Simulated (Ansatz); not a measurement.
This geometry of ClGaH$_{7}$NO$_{2}$Si (13 atoms, charge 0, multiplicity 1) is a first-order saddle point.

Level of theory: Ansatz 0.2.0, RKS PBE/def2-SVP.

```xyz
13
Properties=species:S:1:pos:R:3
Ga 0.026 0.090 0.150
Cl -0.676 -0.840 2.028
O 1.809 0.076 -0.222
H 2.119 -0.774 -0.581
O -1.162 0.044 -1.228
H -1.962 -0.448 -0.969
N 0.163 2.097 0.770
H 1.191 2.200 0.762
Si -0.693 3.385 -0.203
H -1.479 2.720 -1.283
H -1.577 4.137 0.746
H 0.368 4.287 -0.758
H -0.129 2.061 1.758
```

Which two structures does it join? (They come from a converged band through this point; their orientation in space is the band's.)

No bond is made or broken.

Initial state:

```xyz
13
Properties=species:S:1:pos:R:3
Ga 0.139 0.135 0.144
Cl -0.857 -1.048 1.709
O 1.938 0.012 -0.076
H 2.214 -0.841 -0.452
O -0.897 0.528 -1.321
H -1.760 0.077 -1.276
N 0.188 2.078 0.875
H 1.188 2.334 0.879
Si -0.829 3.182 -0.182
H -2.250 2.733 -0.091
H -0.721 4.549 0.448
H -0.231 3.222 -1.545
H -0.123 2.074 1.858
```

Final state:

```xyz
13
Properties=species:S:1:pos:R:3
Ga 0.060 0.129 0.253
Cl -0.717 -0.852 2.063
O 1.791 -0.129 -0.236
H 1.949 -1.011 -0.617
O -1.181 0.443 -1.065
H -2.051 0.067 -0.833
N 0.327 2.124 0.770
H 1.336 2.297 0.629
Si -0.735 3.195 -0.276
H -0.332 3.020 -1.699
H -2.162 2.904 0.053
H -0.426 4.608 0.152
H 0.141 2.240 1.777
```

How far does it lie above each of them?

2.9 kcal/mol above the first and 2.9 kcal/mol above the second. This is the barrier of this one path; another mechanism may lie lower.

Time of the run: 3.4 min on 4 threads of Arm Neoverse V2 (shared host), peak memory 0.24 GiB.
